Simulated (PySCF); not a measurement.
CH8Ge2, SMILES [CH3][GeH2][GeH3]. Geometry optimised at PBE-D3(BJ)/def2-SVP. The structure was generated by enumeration, and PubChem lists no compound with its InChIKey, so it may never have been made.

Computed equilibrium geometry at PBE-D3(BJ)/def2-SVP (PySCF confirms it by a frequency run) as a Z-matrix, and its point group:
point group Cs.
```
Ge
H 1 1.5558
H 1 1.5558 2 107.73
C 1 1.9732 2 109.71 3 -119.38
H 4 1.1071 1 110.22 2 -60.92
H 4 1.1071 5 108.70 1 120.91
H 4 1.1074 5 108.76 6 118.27
Ge 1 2.4377 2 109.35 3 118.76
H 8 1.5523 1 111.59 2 -58.87
H 8 1.5537 9 108.09 1 -121.80
H 8 1.5537 9 108.09 10 -116.40
```
Charge 0, spin multiplicity 1.
